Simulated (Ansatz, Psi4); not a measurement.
The Ansatz (a first-principles code) input:
Ansatz 0.2 input:
```yaml
crystal:
  periodic: [false, false, false]
  atoms:
    - {symbol: Te, position_ang: [-0.00534842, 0.01223355, 0.48327654]}
    - {symbol: Cl, position_ang: [1.16596908, -1.49075955, -0.82644836]}
    - {symbol: Cl, position_ang: [1.90421897, 1.50336856, 0.12041395]}
    - {symbol: Cl, position_ang: [-1.14657041, 1.44638856, -0.92639152]}
    - {symbol: Cl, position_ang: [-1.90725777, -1.49641785, 0.15416827]}
basis:
  gaussian:
    orbitals: STO-3G
hamiltonian:
  xc: b3lyp
accuracy: high
```

**Question.** Convert this to an input for Psi4.

**Answer.** This is not unique; one that fits is 
```
memory 2 GB

molecule {
0 1
  Te   -0.00534842    0.01223355    0.48327654
  Cl    1.16596908   -1.49075955   -0.82644836
  Cl    1.90421897    1.50336856    0.12041395
  Cl   -1.14657041    1.44638856   -0.92639152
  Cl   -1.90725777   -1.49641785    0.15416827
}

set basis sto-3g
set scf_type pk
set puream true
set d_convergence 1e-8
set dft_radial_points 99
set dft_spherical_points 590

energy('b3lyp')
print_variables()
```

Both were run: Ansatz gave -8369.985780 Eh and Psi4 -8369.985758 Eh, 0.023 mEh apart.
